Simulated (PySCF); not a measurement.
**From a computed spectrum to the compound**

A species of 5 atoms with charge 1 has these harmonic modes (PBE, small Gaussian bases with core potentials, PySCF 2.14.0):

```json
{"cm⁻¹": "96", "km/mol": "26.6", "symmetry": "a"}
{"cm⁻¹": "158", "km/mol": "53.0", "symmetry": "b"}
{"cm⁻¹": "162", "km/mol": "24.3", "symmetry": "a"}
{"cm⁻¹": "520", "km/mol": "0.0", "symmetry": "a"}
{"cm⁻¹": "628", "km/mol": "20.0", "symmetry": "b"}
{"cm⁻¹": "963", "km/mol": "136.1", "symmetry": "b"}
{"cm⁻¹": "1007", "km/mol": "17.5", "symmetry": "a"}
{"cm⁻¹": "3572", "km/mol": "403.7", "symmetry": "b"}
{"cm⁻¹": "3578", "km/mol": "89.0", "symmetry": "a"}
```

Q: Which species is it, and in which structure?

A: [Tl(OH)2]+ (singlet):
```xyz
5

Tl    0.0000    0.0000   -0.0237
O     1.9902    0.2015    0.1894
H     2.4456   -0.1968   -0.5938
O    -1.9902   -0.2015    0.1894
H    -2.4456    0.1968   -0.5938
```
Ideal gas at 298.15 K and 1 bar: S = 305.8 J/(mol K), Cp = 69.7 J/(mol K), H − H(0 K) = 16.3 kJ/mol (rigid rotor, harmonic modes, spin degeneracy alone). 
 This is one of several that fit.
